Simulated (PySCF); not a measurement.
From one molecule to another.

First species: CH7AsBN.
InChI=1S/CH7AsBN/c1-4-3-2/h3-4H,2H2,1H3

Second species: Ge(OtBu)H3, C4H12GeO.
Cartesian coordinates in Å at the PBE0-D3(BJ)/def2-SVP level; atoms count from 1:
```xyz
18
C4H12GeO angstrom
Ge     1.2828   -0.1618   -2.0462
O      1.1407    0.0780   -0.2870
C     -0.0688    0.0605    0.4619
C     -0.9417   -1.1273    0.0627
C      0.3656   -0.0702    1.9172
C     -0.8185    1.3737    0.2469
H     -1.8439   -1.1833    0.6901
H     -1.2759   -1.0446   -0.9850
H     -0.3843   -2.0696    0.1742
H      0.9251   -1.0062    2.0601
H     -0.5009   -0.0677    2.5955
H      1.0274    0.7661    2.1855
H     -1.1263    1.4862   -0.8043
H     -0.1690    2.2227    0.5065
H     -1.7243    1.4228    0.8704
H      2.7214    0.2738   -2.3514
H      0.2641    0.7098   -2.8118
H      1.0702   -1.6460   -2.4075
```

Levels: CAM-B3LYP/def2-SVPD for HOMO energy, LUMO energy, HOMO–LUMO gap and static isotropic polarisability; TDDFT CAM-B3LYP/def2-SVPD for lowest singlet excitation; TDA CAM-B3LYP/def2-SVPD for lowest triplet excitation (Tamm–Dancoff). Geometries: PBE0-D3(BJ)/def2-SVP. Each structure is a single optimised conformer of the isolated species, non-relativistic unless stated; the electronic structure was computed with PySCF and density fitting.

The conformers computed, where there is a choice (atom-mapped SMILES and torsion angles):
- `[CH3:1][NH:2][BH:3][AsH2:4]`: C1–N2–B3–As4 175°, H–As4–B3–N2 29°, H–As4–B3–N2 123°

(1) Which of the two has the higher S1 energy, and by how much?

(2) Which has the higher HOMO energy?

(3) Which has the higher LUMO energy?

(4) Which has the higher static isotropic polarisability?

(5) Which of the two has the higher HOMO–LUMO gap, and by how much?

(6) Which of the two has the higher T1 energy, and by how much?

Results:

(1) The second: 6.79 eV against 5.76 eV, a difference of 1.03 eV.

(2) The first: -8.15 eV against -9.04 eV, a difference of 0.89 eV.

(3) The second: 0.91 eV against 0.85 eV, a difference of 0.06 eV.

(4) The second: 84.3 au against 71.1 au, a difference of 13.2 au.

(5) The second: 9.95 eV against 9.00 eV, a difference of 0.95 eV.

(6) The second: 6.40 eV against 5.02 eV, a difference of 1.38 eV.

On the first: S1 lies 3.24 eV below the HOMO–LUMO gap; its leading configuration is HOMO→LUMO, weight 0.72. The principal polarisabilities are 57.4, 64.6 and 91.2 au; their mean is the isotropic value. Relativistic effects, spin–orbit coupling among them, are left out although an element past zinc is present.

On the second: S1 lies 3.16 eV below the HOMO–LUMO gap; its leading configuration is HOMO→LUMO+1, weight 0.68. The vertical singlet–triplet gap S1 − T1 is 0.39 eV (TDDFT singlet less Tamm–Dancoff triplet; S1: HOMO→LUMO+1, weight 0.68; T1: HOMO→LUMO+1, weight 0.54, beside HOMO→LUMO, weight 0.28). Relativistic effects, spin–orbit coupling among them, are left out although an element past zinc is present.
